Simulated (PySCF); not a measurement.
# Löwdin shares of the frontier orbitals

Compound: C₇H₄FNO.
Z-matrix (Å and degrees, PBE0-D3(BJ)/def2-SVP geometry), rows numbered from 1:
```
O 
C   1  1.1687
N   2  1.1997  1  174.67
C   3  1.3817  2  147.18  1   179.97
C   4  1.4000  3  118.99  2  -179.83
C   5  1.3903  4  120.35  3   179.90
C   6  1.3896  5  119.22  4    -0.01
F   7  1.3306  6  119.33  5  -179.87
C   7  1.3902  6  121.41  5     0.11
C   9  1.3900  7  119.23  6    -0.11
H   5  1.0910  4  118.96  3    -0.06
H   6  1.0913  5  121.38  4  -179.99
H   9  1.0914  7  119.43  6   179.90
H  10  1.0919  4  119.63  3     0.08
```

Computed, not measured: TDDFT B3LYP/def2-SVPD, vertical, gas phase, core orbitals frozen in the response (PySCF 2.14.0, density-fitted response routines).

Kohn–Sham orbitals with the atoms that hold most of them (Löwdin shares over 4%, at most four atoms; ? is withheld):

```csv
orbital,ε (eV),atoms
LUMO+2,-0.24,"C2 36%, O1 17%, N3 16%, H14 7%"
LUMO+1,-1.09,"C5 21%, C9 15%, C7 14%, C4 14%"
LUMO,?,"C10 24%, C6 19%, C9 11%, C4 10%"
HOMO,-6.81,?
HOMO-1,-7.85,?
HOMO-2,-8.78,"N3 41%, O1 27%, C2 13%, C4 7%"
HOMO-3,-9.27,"N3 22%, O1 19%, C7 10%, C9 10%"
```

(1) Which atoms hold the HOMO-1, and with what shares?

(2) Give the leading atoms of the HOMO.

(3) What is the LUMO energy, and the HOMO–LUMO gap?

Answers

(1) C6 (bonded to 2 C and H) 21%; C10 (bonded to 2 C and H) 20%; C5 (bonded to 2 C and H) 20%; C9 (bonded to 2 C and H) 20%.

(2) C4 (bonded to 2 C and N) 16%; C7 (bonded to 2 C and F) 15%; N3 (bonded to 2 C) 14%; O1 (bonded to C) 9%. By element: carbon 31% or more, nitrogen 14%, oxygen 9%.

(3) ε(LUMO) = -1.22 eV; the gap is 5.59 eV (0.2054 hartree).

Task: How does S1 compare with the orbital gap of 5.59 eV?

Result: S1 is at 4.86 eV (f = 0.024), 0.73 eV below the gap, made of HOMO→LUMO (64%), HOMO→LUMO+1 (17%), HOMO-1→LUMO+1 (13%). 

Next come S2 at 5.42 eV (f 0.276), HOMO→LUMO+1 (66%), HOMO→LUMO (21%), HOMO-1→LUMO (9%); S3 at 5.50 eV (f 0.0000), HOMO→LUMO+2 (94%); S4 at 6.40 eV (f 0.0000), HOMO-2→LUMO (46%), HOMO-2→LUMO+1 (34%), HOMO→LUMO+3 (16%); S5 at 6.45 eV (f 0.0010), HOMO→LUMO+3 (76%), HOMO-2→LUMO (10%).

Löwdin shares depend on the basis, the more so with diffuse functions.

One conformer stands for the species.
